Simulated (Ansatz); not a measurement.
Basis-set extrapolation for `F/C=C/C(F)=C(F)F` (PBE0-D4/def2-TZVP geometry, frozen core, Ansatz). Multiplicity 1, RHF reference.

```tsv
	def2-TZVPP	def2-QZVPP
HF	-550.551460	-550.575323
MP2 correlation	-1.600591	-1.737290
CCSD(T) correlation	-1.680246	not run
```

Energies in hartree. Use E(X) = E(∞) + A·exp(−7.88·√X) for Hartree–Fock and E(X) = E(∞) + B·X^(−2.97) for correlation, with X = 3 and 4, and add CCSD(T) minus MP2 of the smaller set to the MP2 limit.

What is the CCSD(T) energy at the basis-set limit?

HF limit: -550.575323 + (-0.023863) × 0.13774 = -550.57861. MP2 limit: -1.737290 + (-0.136699) × 0.74074 = -1.83855. Higher-order term: -1.680246 − (-1.600591) = -0.07965. Total: -552.49681 hartree, 696.0 kJ/mol below CCSD(T)/def2-TZVPP.
